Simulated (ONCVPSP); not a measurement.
An odd input for ONCVPSP 4.0.1 (Pb)

Command:

```bash
oncvpsp.x < Pb.dat > Pb.out
```

Input:

```
# ATOM AND REFERENCE CONFIGURATION
# atsym  z   nc   nv     iexc    psfile
  Pb 82.00   11    3        4      upf
#
#   n    l    f
    1    0    2.00
    2    0    2.00
    2    1    6.00
    3    0    2.00
    3    1    6.00
    3    2   10.00
    4    0    2.00
    4    1    6.00
    4    2   10.00
    5    0    2.00
    5    1    6.00
    4    3   14.00
    5    2   10.00
    6    0    2.00
#
# PSEUDOPOTENTIAL AND OPTIMIZATION
# lmax
    3
#
#   l,   rc,      ep,       ncon, nbas, qcut
    0    1.85    0.00    5    8    3.30
    1    1.90    0.18    3    6    4.50
    2    1.95    0.00    4    8    9.80
    3    0.75    0.00    4    8    1.00
#
# LOCAL POTENTIAL
# lloc, lpopt,  rc(5),   dvloc0
    4    4    0.70   -1.00
#
# VANDERBILT-KLEINMAN-BYLANDER PROJECTORs
# l, nproj, debl
    0    1    2.30
    1    3    3.40
    2    2    3.40
    3    3    1.10
#
# MODEL CORE CHARGE
# icmod, fcfact, rcfact
    0    0.00    0.00
#
# LOG DERIVATIVE ANALYSIS
# epsh1, epsh2, depsh
   -7.00    5.00    0.04
#
# OUTPUT GRID
# rlmax, drl
    6.00    0.01
#
# TEST CONFIGURATIONS
# ncnf
    4
# nvcnf
#   n    l    f
    4
    4    3   14.00
    5    2   10.00
    6    0    2.00
    6    1    2.00
#
    4
    4    3   14.00
    5    2   10.00
    6    0    2.00
    6    1    1.00
#
    3
    4    3   14.00
    5    2   10.00
    6    0    1.00
#
    4
    4    3   14.00
    5    2    9.00
    6    0    2.00
    6    1    3.00
#
```

Output (end):

```
    Energy error per electron        Cutoff
         Ha          eV             Ha
         0.01000     0.27211       20.77
         0.00100     0.02721       26.41
         0.00010     0.00272       31.45
         0.00001     0.00027       35.68

Calculating optimized projector #   2

 for l=   2

    Fraction of norm inside rc  0.133459
    Optimizing pswf for qcut=   9.79 a_B^-1,  ecut=  47.92 Ha
    Residual kinetic energy error=  3.70D-09 Ha

    Energy error per electron        Cutoff
         Ha          eV             Ha
         0.01000     0.27211       19.42
         0.00100     0.02721       25.27
         0.00010     0.00272       31.13
         0.00001     0.00027       36.51

WARNING wellstate: negative energy specified for n= 5 l=  3
WARNING scattering state with energy  0.25000000
WARNING will be used for the first projector

   Wellstate for l =  3  n =  5
     eigenvalue =   0.2500
     asymptotic potential =   0.7500
     half-point radius =  3.1435

   Wellstate for l =  3  n =  6
     eigenvalue =   1.3500
     asymptotic potential =   1.8500
     half-point radius =  3.0974

Calculating optimized projector #   1

 for l=   3

    Fraction of norm inside rc  0.918075
    Optimizing pswf for qcut=   1.00 a_B^-1,  ecut=   0.50 Ha
    Residual kinetic energy error=  3.59D+01 Ha
 ERROR pspot:  first pseudo wave function has node,          program will stop
 ERROR pspot: try changing psp parameters for this l
```

Question: This input was made by a single change from one that runs to its end. What was changed?

Answer: The change: qcut of l = 3 set to 1.00. The program stops during the generation: "ERROR pspot: first pseudo wave function has node, program will stop". Messages: WARNING scattering state with energy 0.05000000; WARNING scattering state with energy 0.25000000; WARNING wellstate: moderately localized bound state found for n= 6 l= 1.
